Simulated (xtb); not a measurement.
CH2NO, doublet, from a rough starting geometry; GFN2-xTB (xtb 6.7.1).

Here is a job for xtb.
```
$ xtb mol.xyz --gfn 2 --uhf 1 --opt vtight --json

# file mol.xyz
5

N      0.78875875    -0.48801416    -0.02333934
C     -0.41459689    -0.07245333     0.07294942
O     -0.62968482     1.18711448    -0.01148304
H      1.51774713     0.22036663    -0.24662401
H     -1.19510851    -0.78039453     0.16631916
```

Q: What does xtb print? Leave out banner, timings and long lists.

A: 
```
   ID    Z sym.   atoms
    1    7 N      1
    2    6 C      2
    3    8 O      3
    4    1 H      4, 5

           -------------------------------------------------
          |                Calculation Setup                |
           -------------------------------------------------

           -------------------------------------------------
          |                 G F N 2 - x T B                 |
           -------------------------------------------------

          ...................................................
          :                      SETUP                      :
          :.................................................:
          :  # basis functions                  14          :
          :  # atomic orbitals                  14          :
          :  # shells                            8          :
          :  # electrons                        17          :
          :  max. iterations                   250          :
          :  Hamiltonian                  GFN2-xTB          :
          :  restarted?                      false          :
          :  GBSA solvation                  false          :
          :  PC potential                    false          :
          :  electronic temp.          300.0000000     K    :
          :  accuracy                    1.0000000          :
          :  -> integral cutoff          0.2500000E+02      :
          :  -> integral neglect         0.1000000E-07      :
          :  -> SCF convergence          0.1000000E-05 Eh   :
          :  -> wf. convergence          0.1000000E-03 e    :
          :  Broyden damping             0.4000000          :
          :  net charge                          0          :
          :  unpaired electrons                  1          :
          ...................................................

 iter      E             dE          RMSdq      gap      omega  full diag
   1    -10.0283368 -0.100283E+02  0.654E+00    4.83       0.0  T
   2     -9.9657961  0.625406E-01  0.629E+00    4.57       1.0  T
   3    -10.1294127 -0.163617E+00  0.259E+00    5.16       1.0  T
   4    -10.1334901 -0.407745E-02  0.784E-01    5.00       1.0  T
   5    -10.1356682 -0.217809E-02  0.188E-01    5.12       1.0  T
   6    -10.1357125 -0.443047E-04  0.873E-02    5.10       1.0  T
   7    -10.1356925  0.200534E-04  0.878E-02    5.09       1.0  T
   8    -10.1357257 -0.332446E-04  0.180E-02    5.09       2.5  T
[...]
         :: total energy             -10.038937129934 Eh    ::
 * total energy  :   -10.0389371 Eh     change       -0.3291341E-09 Eh
 * total energy  :   -10.0406794 Eh     change       -0.1742251E-02 Eh
 * total energy  :   -10.0416509 Eh     change       -0.9715407E-03 Eh
 * total energy  :   -10.0424284 Eh     change       -0.7774630E-03 Eh
 * total energy  :   -10.0424461 Eh     change       -0.1766526E-04 Eh
 * total energy  :   -10.0424535 Eh     change       -0.7419956E-05 Eh
 * total energy  :   -10.0424550 Eh     change       -0.1569535E-05 Eh
 * total energy  :   -10.0424553 Eh     change       -0.2248465E-06 Eh
 * total energy  :   -10.0424553 Eh     change       -0.3996627E-08 Eh
   *** GEOMETRY OPTIMIZATION CONVERGED AFTER 9 ITERATIONS ***
         :: total energy             -10.042455270338 Eh    ::
[...]
        13                          0.4227639              11.5040
        14                          0.4903438              13.3429
      -------------------------------------------------------------
                  HL-Gap            0.1911416 Eh            5.2012 eV
             Fermi-level           -0.3913697 Eh          -10.6497 eV

     #   Z          covCN         q      C6AA      α(0)
     1   7 N        1.784    -0.237    27.015     7.698
     2   6 C        2.690     0.266    22.504     7.764
     3   8 O        0.869    -0.296    19.712     5.953
     4   1 H        0.860     0.199     1.109     1.649
     5   1 H        0.924     0.067     2.115     2.274

 Mol. C6AA /au·bohr⁶  :        283.615029
 Mol. C8AA /au·bohr⁸  :       6142.373393
 Mol. α(0) /au        :         25.338086

Wiberg/Mayer (AO) data.
largest (>0.10) Wiberg bond orders for each atom

 ---------------------------------------------------------------------------
     #   Z sym  total        # sym  WBO       # sym  WBO       # sym  WBO
 ---------------------------------------------------------------------------
     1   7 N    3.050 --     2 C    1.526     4 H    0.923     3 O    0.575
     2   6 C    3.937 --     1 N    1.526     3 O    1.493     5 H    0.917
     3   8 O    2.104 --     2 C    1.493     1 N    0.575
     4   1 H    0.960 --     1 N    0.923
     5   1 H    0.995 --     2 C    0.917
 ---------------------------------------------------------------------------

Topologies differ in total number of bonds
Writing topology from bond orders to xtbtopo.mol

molecular dipole:
                 x           y           z       tot (Debye)
 q only:        0.191      -0.486       0.012
   full:        0.163      -0.442       0.013       1.198
molecular quadrupole (traceless):
                xx          xy          yy          xz          yz          zz
 q only:        1.940       2.341      -2.074      -0.404      -0.120       0.134
  q+dip:        3.041       3.909      -3.078      -0.670      -0.249       0.037
   full:        2.785       3.600      -3.329      -0.552      -0.154       0.544

optimized geometry written to: xtbopt.xyz

           -------------------------------------------------
          | TOTAL ENERGY              -10.042455270338 Eh   |
          | GRADIENT NORM               0.000012576052 Eh/α |
          | HOMO-LUMO GAP               5.201226996235 eV   |
           -------------------------------------------------

normal termination of xtb
```
